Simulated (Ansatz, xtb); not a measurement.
**Relative energy of two structures of BH8NSSi2**

Structure a is a singlet given by its coordinates and structure b is `BN([SiH3])[SiH2]S`, a singlet. Both are isolated molecules in the gas phase, relaxed with r2SCAN-D4/def2-SVP; the shapes shown needn't be the lowest conformers.

a (Å):

```
atom    x (Å)    y (Å)    z (Å)
   B  -1.9427  -1.5896   0.6347
   N  -0.0149   0.7949   1.7418
   S  -0.2984  -1.6983  -0.6007
  Si  -0.4202  -0.8790   1.6171
  Si   1.5306   1.5475   2.0937
   H  -2.2447  -2.7326   0.8869
   H  -2.7723  -0.8332   0.1870
   H   0.6391  -1.6553   2.3171
   H  -0.3759  -0.4534  -1.1252
   H  -0.7767   1.4275   1.4958
   H   2.1766   2.1128   0.8687
   H   2.4103   0.4923   2.6680
   H   1.3459   2.6610   3.0708
```

Close contacts (Å): B1–S3 2.06, B1–Si4 1.95, N2–Si4 1.73, N2–Si5 1.75, S3–Si4 2.37, B1–H6 1.21, B1–H7 1.21, N2–H10 1.02, S3–H9 1.35, Si4–H8 1.49, Si5–H11 1.50, Si5–H12 1.49, Si5–H13 1.49.

b (Å):

```json
{"atom": "B", "x (Å)": "0.1137", "y (Å)": "1.5634", "z (Å)": "0.4961"}
{"atom": "N", "x (Å)": "0.4841", "y (Å)": "0.2033", "z (Å)": "0.3420"}
{"atom": "S", "x (Å)": "0.4029", "y (Å)": "-2.4108", "z (Å)": "2.2258"}
{"atom": "Si", "x (Å)": "2.1145", "y (Å)": "-0.1866", "z (Å)": "-0.2675"}
{"atom": "Si", "x (Å)": "-0.5930", "y (Å)": "-1.1082", "z (Å)": "0.8349"}
{"atom": "H", "x (Å)": "-0.9647", "y (Å)": "1.8506", "z (Å)": "0.9661"}
{"atom": "H", "x (Å)": "0.8881", "y (Å)": "2.4330", "z (Å)": "0.1593"}
{"atom": "H", "x (Å)": "3.1212", "y (Å)": "-0.1056", "z (Å)": "0.8284"}
{"atom": "H", "x (Å)": "2.4660", "y (Å)": "0.7775", "z (Å)": "-1.3447"}
{"atom": "H", "x (Å)": "2.0879", "y (Å)": "-1.5738", "z (Å)": "-0.8128"}
{"atom": "H", "x (Å)": "-0.8958", "y (Å)": "-2.0071", "z (Å)": "-0.3127"}
{"atom": "H", "x (Å)": "-1.8252", "y (Å)": "-0.5008", "z (Å)": "1.4004"}
{"atom": "H", "x (Å)": "0.5192", "y (Å)": "-1.4669", "z (Å)": "3.1885"}
```

Quicker runs give these differences E(b) − E(a): GFN2-xTB −122.8 kJ/mol; HF/STO-3G −178.6 kJ/mol (at GFN2-xTB geometries); r2SCAN-D4/def2-SVP//GFN2-xTB −109.6 kJ/mol.

Q: Estimate E(b) − E(a) at the level CCSD(T)/def2-SVP + ΔMP2/def2-TZVPP.

A: Calculated at CCSD(T)/def2-SVP + ΔMP2/def2-TZVPP: E(b) − E(a) = −124.1 kJ/mol, so structure b lies lower.

The same difference at several levels:

| level | geometry | E(b) − E(a) (kJ/mol) | departure from the last row (kJ/mol) | job, with rough time for the two |
| --- | --- | --- | --- | --- |
| GFN2-xTB | GFN2-xTB | −122.8 | +1.3 | optimisation, 0.96 s |
| HF/STO-3G | GFN2-xTB | −178.6 | −54.5 | single point, 0.46 s |
| r2SCAN-D4/def2-SVP//GFN2-xTB | GFN2-xTB | −109.6 | +14.5 | single point, 4.1 s |
| r2SCAN-D4/def2-SVP | r2SCAN-D4/def2-SVP | −108.6 | +15.5 | optimisation, 2.1 min |
| HF/def2-SVP | r2SCAN-D4/def2-SVP | −171.7 | −47.6 | part of the CCSD(T) run |
| MP2/def2-SVP | r2SCAN-D4/def2-SVP | −132.2 | −8.1 | part of the CCSD(T) run |
| CCSD(T)/def2-SVP | r2SCAN-D4/def2-SVP | −131.6 | −7.5 | single point |
| CCSD(T)/def2-SVP + ΔMP2/def2-TZVPP | r2SCAN-D4/def2-SVP | −124.1 |  | single point, 37 s |

None of the levels shown reverses the order. The largest departure from CCSD(T)/def2-SVP + ΔMP2/def2-TZVPP is that of HF/STO-3G, 54.5 kJ/mol. The last row adds to CCSD(T) the change of the MP2 difference between the two basis sets, here +7.5 kJ/mol.

With thermal terms from frequencies at re-optimised GFN2-xTB minima (ideal gas, soft modes damped towards free rotors, one conformer each, 298.15 K, 1 atm): the zero-point term adds −6.0 kJ/mol; ΔH is −129.8 and ΔG −129.7 kJ/mol.

The correlated steps freeze 17 core orbitals. Run with Ansatz 0.2.0, xtb 6.7.1; the last row on 2 threads of Intel(R) Xeon(R) 6975P-C (Granite Rapids) on a shared host.
